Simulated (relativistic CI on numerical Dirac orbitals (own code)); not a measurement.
# Ta²⁺: O2,3 absorption edge

Computed with this model: Dirac-Coulomb-Breit CI, KLI orbitals optimised for each configuration, a model potential for QED, multiplet model of core-to-valence dipole absorption, unscaled Slater integrals; configurations [Xe] 4f14 5d3 → [Kr] 4d10 4f14 5s2 5p5 5d4; 10 K; Lorentzian 1 eV and Gaussian 0.3 eV FWHM. Energies are those of the free ion, without screening or charge transfer. The branching ratio is the share of the lower-energy edge in the whole absorption, uncertain by about 0.02 where the edges overlap. S is read from ⟨S²⟩ = S(S + 1).

Field parameters in Wybourne normalisation: Oh B⁴₀ = 21Dq, B⁴₄ = √(5/14) B⁴₀. The field is a parameter set, without covalency.

Computed curve for Oh, 10Dq = 19400 cm⁻¹, scaled to 100 at the maximum (points under 2 are left out and the grid is thinned):

Energy (eV), Intensity and a bar:
```
    31.00        2.1 
    31.50        2.6 
    32.00        3.3 
    32.25        3.8 #
    32.75        5.5 #
    33.25        9.2 ##
    33.75       17.3 #####
    34.00       21.4 ######
    34.50       21.4 ######
    35.00       19.7 #####
    35.50       19.6 #####
    35.75       20.9 ######
    36.25       27.8 ########
    36.75       38.2 ###########
    37.25       53.4 ################
    37.50       63.7 ###################
    38.00       91.7 ############################
    38.50       98.3 ##############################
    39.00       82.0 #########################
    39.25       74.7 #######################
    39.75       63.4 ###################
    40.25       56.4 #################
    40.75       47.9 ##############
    41.25       43.2 #############
    41.50       42.8 #############
    42.00       43.5 #############
    42.50       41.4 ############
    43.00       40.7 ############
    43.25       45.3 ##############
    43.75       55.1 #################
    44.25       57.5 #################
    44.75       55.0 #################
    45.00       55.8 #################
    45.50       55.8 #################
    46.00       52.6 ################
    46.50       57.2 #################
    46.75       59.9 ##################
    47.25       65.6 ####################
    47.75       65.3 ####################
    48.25       65.7 ####################
    48.75       68.6 #####################
    49.00       65.9 ####################
    49.50       63.2 ###################
    50.00       55.3 #################
    50.50       43.7 #############
    50.75       42.8 #############
    51.25       50.9 ###############
    51.75       51.0 ###############
    52.25       42.1 ############
    52.50       35.2 ##########
    53.00       23.7 #######
    53.50       16.5 #####
    54.00       10.9 ###
    54.25        8.8 ##
    54.75        5.8 #
    55.25        4.3 #
    55.75        3.3 
    56.00        2.9 
    56.50        2.4 
    57.00        2.0
```

The ground state has S = 1.49, and the centroid lies at 43.93 eV.
